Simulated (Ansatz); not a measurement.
BAs2⁺. Charge 1, multiplicity 3. Geometry PBE-D4/def2-TZVP, that of the neutral doublet.

```xyz
3

B     0.1814   -0.4595    0.5731
As    0.2919   -0.8092   -1.2406
As   -0.4733    1.2687    0.6675
```

At PBE0-D4/def2-TZVP a singlet of charge 1 lies 1.30 eV below the triplet at the same geometry. The structure comes from a short search, and lower isomers may exist.

(1) Estimate the α-spin orbital energies around the gap (eV) in Ansatz with PBE-D4/def2-TZVP, r2SCAN-D4/def2-TZVP, PBE0-D4/def2-TZVP.

Answers

(1) 
| orbital | PBE-D4/def2-TZVP | r2SCAN-D4/def2-TZVP | PBE0-D4/def2-TZVP |
| --- | --- | --- | --- |
| HOMO−5 | -20.74 | -21.37 | -22.56 |
| HOMO−4 | -15.52 | -15.97 | -16.84 |
| HOMO−3 | -13.75 | -14.27 | -15.01 |
| HOMO−2 | -13.30 | -13.51 | -14.21 |
| HOMO−1 | -13.06 | -13.35 | -14.16 |
| HOMO | -11.30 | -11.69 | -12.35 |
| LUMO | -9.75 | -9.74 | -8.99 |
| LUMO+1 | -9.42 | -9.29 | -8.56 |
| LUMO+2 | -8.05 | -8.00 | -7.23 |
| LUMO+3 | -4.29 | -3.83 | -3.51 |
| LUMO+4 | -3.48 | -2.77 | -2.68 |
| LUMO+5 | -3.30 | -2.71 | -2.40 |
| β HOMO | -12.77 | -13.06 | -13.87 |
| β LUMO | -12.28 | -11.98 | -11.25 |
